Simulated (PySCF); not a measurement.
In(F)(OH)(NH2) (FH₃InNO), SMILES [NH2][In]([OH])[F].

The structure is a stationary point at PBE0-D3(BJ)/def2-SVP. The def2 effective core potentials stand for the cores of In; spin–orbit coupling is left out. The values are those of a single conformer.

Calculation: PBE0-D3(BJ)/def2-SVP in PySCF.

Frequencies are harmonic and unscaled.

Task: Estimate the vibrational spectrum. (An estimate is asked for; the answer gives what the named calculation found.)

Result: 
```tsv
mode	ν (cm⁻¹)	IR (km/mol)	Raman (Å⁴/amu)	depolarisation	moving atoms (share of kinetic energy)
1	108	4.1	2.1	0.75	N 38 %, O 26 %, H 18 %, In 14 %
2	127	30.8	1.5	0.75	F 52 %, O 26 %, In 12 %
3	146	19.2	0.7	0.36	In 31 %, O 23 %, N 21 %, F 17 %, H 8 %
4	235	33.7	0.3	0.74	H 92 %
5	292	114.8	0.7	0.62	H 92 %
6	462	134.1	15.1	0.05	H 59 %, N 39 %
7	596	31.2	18.1	0.10	F 49 %, O 25 %, N 12 %, H 11 %
8	614	70.5	7.4	0.39	O 36 %, F 36 %, In 15 %
9	650	49.0	4.2	0.73	N 38 %, O 25 %, H 19 %, In 17 %
10	814	0.1	0.1	0.66	H 92 %
11	853	100.4	2.1	0.62	H 92 %
12	1525	10.3	2.2	0.74	H 91 %, N 9 %
13	3566	23.8	155.1	0.08	H 96 %
14	3674	28.7	86.7	0.75	H 91 %, N 9 %
15	3884	72.6	129.5	0.25	H 94 %
```
